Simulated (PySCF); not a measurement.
# Ionisation energy of Pr²⁺ by level of theory

Pr²⁺ [Xe] 4f3 (high-spin determinant) → Pr³⁺ [Xe] 4f2 (high-spin determinant), as a difference of total energies. Computed with PySCF 2.14 in cc-pVDZ-X2C, with scalar relativity by spin-free X2C-1e. Correlated levels: valence: [Kr] 4d10 frozen; valence and next inner shell: [Ar] 3d10 frozen. The calculations carry no spin-orbit coupling.

```
                                method  ionisation energy (eV)
                                   UHF                  19.470
                                   LDA                  22.813
                                   PBE                  22.630
                         MP2 (valence)                  20.622
                     SCS-MP2 (valence)                  20.314
    MP2 (valence and next inner shell)                  20.469
SCS-MP2 (valence and next inner shell)                  20.177
```

Q: Estimate what r2SCAN gives.

A: 22.647 eV, closest to PBE among the rows shown.

Q: Estimate what PBE0 gives.

A: 22.125 eV, closest to PBE among the rows shown.

A first-order spin-orbit estimate (lowest level to lowest level, LS coupling) adds 0.013 eV.

Errors of the correlated levels include the incompleteness of this basis and the frozen core.

The determinant of Pr³⁺ and of Pr²⁺ mixes LS terms, which raises its energy above the lowest term, most at the Hartree-Fock and MP2 levels.

For comparison: 21.624 eV (measured; NIST Atomic Spectra Database, ionization energies).
